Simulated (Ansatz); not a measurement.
Steps of a relaxation of C₂H₆AlN with RKS PBE-D4/def2-SVP.

```sh
$ ansatz run in.yaml --threads 2 --pin off --events-out ev --progress --plain --max-ram 4352MiB
```

```yaml
crystal:
  periodic: [false, false, false]
  atoms:
    - {symbol: N, position_ang: [-1.292500, 0.670100, 0.252000]}
    - {symbol: C, position_ang: [0.083900, 0.439100, 0.182300]}
    - {symbol: C, position_ang: [0.374800, -1.027900, 0.405700]}
    - {symbol: Al, position_ang: [0.722000, -0.473200, -1.485900]}
    - {symbol: H, position_ang: [-1.494000, 1.635500, -0.233100]}
    - {symbol: H, position_ang: [-1.597200, 0.845300, 1.245900]}
    - {symbol: H, position_ang: [0.771900, 1.168200, 0.715600]}
    - {symbol: H, position_ang: [-0.432700, -1.655700, 0.631000]}
    - {symbol: H, position_ang: [1.347900, -1.183200, 1.032500]}
    - {symbol: H, position_ang: [1.599100, -0.469300, -2.743000]}
basis:
  gaussian: {orbitals: def2-SVP}
hamiltonian: {xc: pbe, dispersion: d4}
relax: {f_tol: 0.03, max_steps: 200}
```

Positions (Å) and forces (eV/Å) along the path, 12 of 12 steps:

```xyz
10
step=1 energy=-10242.7664 eV
N    -1.292    0.670    0.252   -2.550    3.232   -0.556
C     0.084    0.439    0.182    1.510    0.616   -0.601
C     0.375   -1.028    0.406    4.111    0.317   -0.319
Al    0.722   -0.473   -1.486   -0.257    0.111    1.978
H    -1.494    1.635   -0.233    0.137   -1.977    0.996
H    -1.597    0.845    1.246    0.126   -0.287   -0.565
H     0.772    1.168    0.716   -0.213   -0.456   -0.082
H    -0.433   -1.656    0.631   -1.641   -1.248    0.773
H     1.348   -1.183    1.032   -1.424   -0.226   -0.806
H     1.599   -0.469   -2.743    0.201   -0.081   -0.818
10
step=2 energy=-10243.2090 eV
N    -1.311    0.736    0.188   -0.937    1.115    0.232
C     0.098    0.464    0.190    0.898    0.622   -0.200
C     0.434   -1.024    0.420    1.009   -0.319   -0.456
Al    0.786   -0.457   -1.429   -0.124    0.094    0.740
H    -1.498    1.700   -0.195    0.197   -0.947    0.257
H    -1.687    0.782    1.170    0.229   -0.152   -0.568
H     0.767    1.153    0.779   -0.216   -0.124   -0.024
H    -0.408   -1.656    0.700   -0.355   -0.378    0.250
H     1.372   -1.240    1.005   -0.577    0.134   -0.130
H     1.530   -0.510   -2.826   -0.124   -0.046   -0.102
10
step=3 energy=-10243.3191 eV
N    -1.285    0.751    0.145    0.008   -0.295    0.347
C     0.146    0.492    0.209    0.257    0.313    0.086
C     0.469   -1.030    0.415   -0.231   -0.270   -0.148
Al    0.832   -0.421   -1.383   -0.050    0.015   -0.185
H    -1.471    1.682   -0.225   -0.014    0.292   -0.179
H    -1.708    0.740    1.097    0.122   -0.089   -0.293
H     0.768    1.148    0.873   -0.173   -0.043   -0.030
H    -0.398   -1.664    0.704    0.135    0.069   -0.035
H     1.339   -1.232    1.062    0.108    0.001    0.137
H     1.391   -0.516   -2.895   -0.163    0.008    0.299
10
step=4 energy=-10243.3575 eV
N    -1.255    0.758    0.098    0.140   -0.232    0.074
C     0.175    0.506    0.231    0.248    0.137    0.206
C     0.490   -1.033    0.424   -0.262   -0.084    0.000
Al    0.838   -0.402   -1.359   -0.132    0.004   -0.240
H    -1.428    1.708   -0.240   -0.006    0.119   -0.069
H    -1.736    0.680    1.014    0.041   -0.045   -0.156
H     0.756    1.150    0.937   -0.128   -0.012   -0.011
H    -0.378   -1.666    0.707    0.089    0.060   -0.004
H     1.350   -1.235    1.088    0.066    0.031    0.040
H     1.272   -0.518   -2.897   -0.056    0.022    0.160
10
step=5 energy=-10243.4304 eV
N    -1.191    0.758    0.014    0.172   -0.068    0.202
C     0.233    0.529    0.277    0.202   -0.143    0.324
C     0.506   -1.031    0.443   -0.209    0.184    0.107
Al    0.803   -0.378   -1.338   -0.240    0.021   -0.144
H    -1.351    1.737   -0.263   -0.062   -0.176    0.065
H    -1.777    0.563    0.862    0.251    0.089   -0.504
H     0.745    1.157    1.047   -0.172   -0.011   -0.066
H    -0.365   -1.644    0.755    0.021    0.040    0.059
H     1.373   -1.239    1.102    0.048    0.012   -0.097
H     1.106   -0.502   -2.897   -0.011    0.052    0.055
10
step=6 energy=-10243.5573 eV
N    -1.116    0.750   -0.069    0.093   -0.165    0.497
C     0.288    0.541    0.338    0.227   -0.282    0.276
C     0.512   -1.028    0.476   -0.117    0.327    0.146
Al    0.730   -0.359   -1.316   -0.416    0.088   -0.019
H    -1.282    1.744   -0.297   -0.068   -0.277    0.039
H    -1.802    0.467    0.694    0.570    0.231   -0.810
H     0.731    1.171    1.148   -0.260   -0.054   -0.130
H    -0.359   -1.615    0.838    0.019    0.032    0.107
H     1.414   -1.263    1.079   -0.038    0.013   -0.166
H     0.967   -0.459   -2.887   -0.010    0.087    0.059
10
step=7 energy=-10243.7357 eV
N    -1.037    0.740   -0.144   -0.063   -0.371    0.619
C     0.334    0.542    0.397    0.365   -0.289    0.311
C     0.516   -1.024    0.514   -0.138    0.347    0.153
Al    0.642   -0.336   -1.285   -0.532    0.105   -0.153
H    -1.217    1.737   -0.340   -0.051   -0.218   -0.038
H    -1.804    0.388    0.518    0.748    0.330   -0.815
H     0.710    1.180    1.233   -0.330   -0.063   -0.185
H    -0.348   -1.589    0.935    0.057    0.030    0.090
H     1.453   -1.292    1.047   -0.063    0.022   -0.134
H     0.836   -0.398   -2.871    0.008    0.108    0.152
10
step=8 energy=-10243.9276 eV
N    -0.931    0.705   -0.220   -0.885    0.138    0.938
C     0.395    0.532    0.469    0.262   -0.289    0.044
C     0.508   -1.014    0.565    0.178    0.131    0.189
Al    0.462   -0.307   -1.256    0.176   -0.272   -0.357
H    -1.138    1.694   -0.424    0.012   -0.059   -0.064
H    -1.762    0.323    0.337    0.683    0.264   -0.635
H     0.670    1.199    1.318   -0.307   -0.071   -0.219
H    -0.339   -1.560    1.058    0.134    0.097    0.043
H     1.488   -1.328    0.992   -0.218   -0.027   -0.146
H     0.729   -0.296   -2.837   -0.035    0.090    0.208
10
step=9 energy=-10243.7996 eV rejected
N    -0.904    0.772   -0.193   -0.746   -1.121   -0.729
C     0.419    0.495    0.486   -0.065    0.776    0.617
C     0.555   -1.027    0.635   -0.763   -0.090   -0.372
Al    0.440   -0.376   -1.216   -0.217    0.195   -0.383
H    -1.094    1.737   -0.509    0.374   -0.181    0.242
H    -1.802    0.376    0.191    0.603    0.225    0.129
H     0.495    1.194    1.332    0.657   -0.002    0.274
H    -0.239   -1.555    1.213    0.049   -0.143   -0.024
H     1.556   -1.450    0.850    0.026    0.404    0.218
H     0.659   -0.217   -2.786    0.082   -0.064    0.029
10
step=10 energy=-10243.9776 eV
N    -0.933    0.715   -0.207   -0.148   -0.020    0.045
C     0.405    0.514    0.461   -0.068   -0.052    0.020
C     0.504   -1.017    0.585    0.046    0.011    0.032
Al    0.450   -0.352   -1.260   -0.080    0.048    0.015
H    -1.127    1.699   -0.435    0.043   -0.019   -0.020
H    -1.766    0.333    0.297    0.217    0.050   -0.080
H     0.633    1.195    1.304   -0.006   -0.013   -0.040
H    -0.316   -1.544    1.134    0.053   -0.016   -0.032
H     1.497   -1.354    0.945   -0.053    0.009    0.011
H     0.736   -0.241   -2.821   -0.005    0.001    0.048
10
step=11 energy=-10243.9796 eV
N    -0.930    0.721   -0.214   -0.071   -0.068    0.048
C     0.397    0.507    0.469    0.050    0.039    0.026
C     0.510   -1.021    0.591   -0.086    0.026   -0.026
Al    0.429   -0.355   -1.255    0.050   -0.012   -0.025
H    -1.110    1.706   -0.451    0.035   -0.012   -0.004
H    -1.765    0.348    0.281    0.002    0.007    0.004
H     0.621    1.192    1.307    0.014    0.001   -0.010
H    -0.297   -1.567    1.138    0.013    0.001   -0.002
H     1.506   -1.349    0.946   -0.011    0.015   -0.007
H     0.721   -0.233   -2.810    0.004    0.003   -0.003
10
step=12 energy=-10243.9805 eV
N    -0.932    0.717   -0.210   -0.017   -0.005   -0.005
C     0.399    0.509    0.466   -0.003   -0.007    0.004
C     0.506   -1.019    0.589    0.001    0.000   -0.005
Al    0.436   -0.355   -1.256   -0.001    0.005    0.001
H    -1.113    1.700   -0.448    0.010    0.004   -0.006
H    -1.763    0.343    0.290   -0.001   -0.004    0.008
H     0.628    1.195    1.302    0.005    0.003   -0.001
H    -0.304   -1.562    1.135    0.000    0.003    0.001
H     1.500   -1.348    0.948    0.002   -0.002    0.003
H     0.727   -0.231   -2.812    0.003    0.002   -0.002
```

Hardware: 2 threads of an AMD EPYC 7B13 on a shared host. Wall time 17 s, peak host memory 0.14 GiB.
